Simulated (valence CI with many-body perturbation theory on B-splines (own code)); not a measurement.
Au47+: electric-dipole lines

Level of theory: valence CI with perturbative core correlation (CI+MBPT): four valence electrons over a frozen Dirac-Fock core [Ar] 3d10, radial functions for each j: 11 s, 11 p, 9 d, 7 f, 5 g, 2 h, 1 i, with the one-electron correlation potential Σ1 (screened to all orders), the two-electron term Σ2, the three-electron term Σ3, Breit, model QED; selected single and double excitations, second order for the rest (own B-spline code, finite nucleus).

No measured spectrum was set against this ion. As an estimate, large intervals hold to a few tenths of a per cent, small ones and those within an open d or f shell to about a per cent.

Lines 51 to 100 of 243 in falling wavelength, among levels below 619.90 eV, chosen from the strongest by gf and those to the six lowest levels. Wavelengths and rates use the calculated energies. Electric multipoles are in the length gauge, E1 and E2 with the static RPA response of the core. Weak lines are less certain than strong ones. Lines between different terms over intervals too small for the method are left out, as are lines whose strength nearly cancels. The highest levels of a list are the least certain.

Levels are named by their leading jj configuration (3d3/2^4 stands for four electrons in 3d with j = 3/2), which in mixed levels can hold well under half, so a name can repeat and another be missing. Letters in brackets count levels of one name in rising energy.

```tsv
λ vac (nm)	Upper	Lower	A (s⁻¹)	S (a.u.) with core polarisation	S without
10.12	(4s 4p1/2 4p3/2 4d3/2) J=1 [d]	(4s^2 4p3/2 4d3/2) J=2	1.40e+10	2.16e-02	2.28e-02
10.03	(4s 4p1/2 4p3/2^2) J=2 [b]	(4s^2 4p3/2^2) J=2	2.68e+10	6.68e-02	7.08e-02
9.896	(4s 4p1/2 4p3/2^2) J=1 [b]	(4s^2 4p3/2^2) J=2	2.12e+10	3.04e-02	3.22e-02
9.892	(4s 4p1/2^2 4p3/2) J=1	(4s^2 4p1/2 4p3/2) J=1	1.20e+10	1.71e-02	1.81e-02
9.887	(4p1/2^2 4p3/2^2) J=2	(4s 4p1/2 4p3/2^2) J=3	6.34e+10	1.51e-01	1.60e-01
9.870	(4s 4p1/2 4p3/2 4d5/2) J=3 [c]	(4s^2 4p3/2 4d5/2) J=4	2.53e+10	8.40e-02	8.90e-02
9.801	(4s 4p1/2 4p3/2 4d5/2) J=4 [c]	(4s^2 4p3/2 4d5/2) J=4	1.24e+10	5.17e-02	5.47e-02
9.692	(4s 4p1/2 4p3/2 4d3/2) J=2 [d]	(4s^2 4p3/2 4d3/2) J=3	3.19e+10	7.17e-02	7.60e-02
9.246	(4p1/2^2 4p3/2^2) J=2	(4s 4p1/2 4p3/2^2) J=2 [a]	1.77e+10	3.46e-02	3.66e-02
7.945	(4s 4p1/2^2 4d3/2) J=1	(4s 4p1/2^2 4p3/2) J=1	2.77e+10	2.06e-02	2.17e-02
7.880	(4s 4p1/2 4p3/2 4d3/2) J=2 [a]	(4s 4p1/2 4p3/2^2) J=3	1.69e+10	2.04e-02	2.16e-02
7.751	(4s 4p1/2^2 4d3/2) J=2	(4s 4p1/2^2 4p3/2) J=1	1.49e+09	1.71e-03	1.82e-03
7.727	(4s 4p1/2 4p3/2 4d3/2) J=2 [b]	(4s 4p1/2 4p3/2^2) J=2 [b]	1.84e+10	2.10e-02	2.22e-02
7.641	(4s 4p1/2 4p3/2 4d3/2) J=3 [a]	(4s 4p1/2 4p3/2^2) J=3	7.59e+09	1.17e-02	1.23e-02
7.519	(4s 4p1/2 4p3/2 4d3/2) J=1 [a]	(4s 4p1/2 4p3/2^2) J=2 [a]	1.88e+10	1.19e-02	1.25e-02
7.463	(4s^2 4p1/2 4d3/2) J=2	(4s^2 4p1/2 4p3/2) J=2	1.77e+10	1.81e-02	1.91e-02
7.257	(4s^2 4p1/2 4d3/2) J=2	(4s^2 4p1/2 4p3/2) J=1	1.36e+09	1.28e-03	1.35e-03
7.202	(4s 4p1/2^2 4d3/2) J=1	(4s 4p1/2^2 4p3/2) J=2	8.63e+09	4.77e-03	5.03e-03
7.041	(4s 4p1/2^2 4d3/2) J=2	(4s 4p1/2^2 4p3/2) J=2	3.39e+10	2.92e-02	3.07e-02
6.889	(4s 4p1/2 4p3/2 4d3/2) J=3 [b]	(4s 4p1/2 4p3/2^2) J=3	1.13e+10	1.28e-02	1.35e-02
6.884	(4s^2 4p3/2 4d3/2) J=2	(4s^2 4p3/2^2) J=2	3.55e+09	2.86e-03	2.99e-03
6.841	(4s 4p1/2 4p3/2 4d3/2) J=2 [c]	(4s 4p1/2 4p3/2^2) J=3	1.76e+10	1.39e-02	1.46e-02
6.815	(4s^2 4p3/2 4d3/2) J=1	(4s^2 4p3/2^2) J=2	1.12e+10	5.27e-03	5.52e-03
6.795	(4s^2 4p3/2 4d3/2) J=3	(4s^2 4p3/2^2) J=2	3.19e+08	3.46e-04	3.67e-04
6.648	(4s^2 4p1/2 4d3/2) J=1	(4s^2 4p1/2 4p3/2) J=2	1.64e+08	7.14e-05	7.89e-05
6.568	(4s 4p1/2 4p3/2 4d5/2) J=1 [a]	(4s 4p1/2 4p3/2^2) J=1 [b]	2.59e+10	1.09e-02	1.14e-02
6.484	(4s^2 4p1/2 4d3/2) J=1	(4s^2 4p1/2 4p3/2) J=1	1.23e+10	4.98e-03	5.23e-03
6.428	(4s 4p1/2 4p3/2 4d5/2) J=2 [b]	(4s 4p1/2 4p3/2^2) J=2 [b]	6.10e+10	4.00e-02	4.20e-02
6.353	(4s 4p1/2 4p3/2 4d5/2) J=2 [b]	(4s 4p1/2 4p3/2^2) J=1 [a]	2.06e+10	1.30e-02	1.37e-02
6.329	(4s^2 4p1/2 4f7/2) J=4	(4s^2 4p1/2 4d5/2) J=3	1.06e+11	1.20e-01	1.25e-01
6.312	(4s^2 4p1/2 4f7/2) J=3	(4s^2 4p1/2 4d5/2) J=2	7.37e+10	6.41e-02	6.70e-02
6.215	(4s 4p1/2 4p3/2 4d5/2) J=1 [b]	(4s 4p1/2 4p3/2^2) J=1 [b]	4.52e+10	1.61e-02	1.69e-02
6.188	(4s 4p1/2^2 4d5/2) J=2	(4s 4p1/2^2 4p3/2) J=1	2.05e+11	1.20e-01	1.26e-01
6.181	(4s 4p1/2 4p3/2 4d5/2) J=1 [a]	(4s 4p1/2 4p3/2^2) J=0	6.26e+10	2.19e-02	2.30e-02
6.165	(4s 4p1/2 4p3/2 4d5/2) J=1 [b]	(4s 4p1/2 4p3/2^2) J=2 [b]	4.67e+10	1.62e-02	1.70e-02
6.153	(4s 4p1/2 4p3/2 4d3/2) J=3 [a]	(4s^2 4p1/2 4d5/2) J=2	1.10e+11	8.89e-02	9.31e-02
6.145	(4s^2 4p3/2 4d5/2) J=2	(4s^2 4p3/2^2) J=2	1.57e+11	9.02e-02	9.48e-02
6.141	(4s 4p1/2 4p3/2 4d5/2) J=3 [a]	(4s 4p1/2 4p3/2^2) J=3	9.97e+10	7.98e-02	8.39e-02
6.085	(4s^2 4p1/2 4d5/2) J=2	(4s^2 4p1/2 4p3/2) J=2	4.00e+10	2.22e-02	2.34e-02
6.078	(4s 4p1/2 4p3/2 4d5/2) J=2 [a]	(4s 4p1/2 4p3/2^2) J=2 [a]	1.73e+11	9.57e-02	1.01e-01
6.041	(4s^2 4p1/2 4d5/2) J=3	(4s^2 4p1/2 4p3/2) J=2	2.55e+11	1.95e-01	2.05e-01
6.016	(4s 4p1/2 4p3/2 4d5/2) J=1 [c]	(4s 4p1/2 4p3/2^2) J=1 [b]	3.91e+10	1.26e-02	1.33e-02
5.984	(4s 4p1/2 4p3/2 4d5/2) J=0	(4s 4p1/2 4p3/2^2) J=1 [b]	4.25e+11	4.49e-02	4.74e-02
5.981	(4s 4p1/2 4p3/2 4d5/2) J=2 [c]	(4s 4p1/2 4p3/2^2) J=1 [b]	5.36e+10	2.83e-02	2.97e-02
5.979	(4s 4p1/2 4p3/2 4d5/2) J=3 [b]	(4s 4p1/2 4p3/2^2) J=3	1.18e+11	8.74e-02	9.20e-02
5.954	(4s 4p1/2^2 4d5/2) J=3	(4s 4p1/2^2 4p3/2) J=2	3.03e+11	2.21e-01	2.32e-01
5.950	(4s 4p1/2 4p3/2 4d3/2) J=4	(4s^2 4p1/2 4d5/2) J=3	8.34e+10	7.80e-02	8.18e-02
5.947	(4s^2 4p1/2 4d5/2) J=2	(4s^2 4p1/2 4p3/2) J=1	2.85e+11	1.48e-01	1.56e-01
5.939	(4s 4p1/2 4p3/2 4d5/2) J=2 [b]	(4s 4p1/2 4p3/2^2) J=3	9.63e+10	4.98e-02	5.25e-02
5.934	(4s 4p1/2 4p3/2 4d5/2) J=2 [c]	(4s 4p1/2 4p3/2^2) J=2 [b]	8.33e+10	4.30e-02	4.52e-02
```
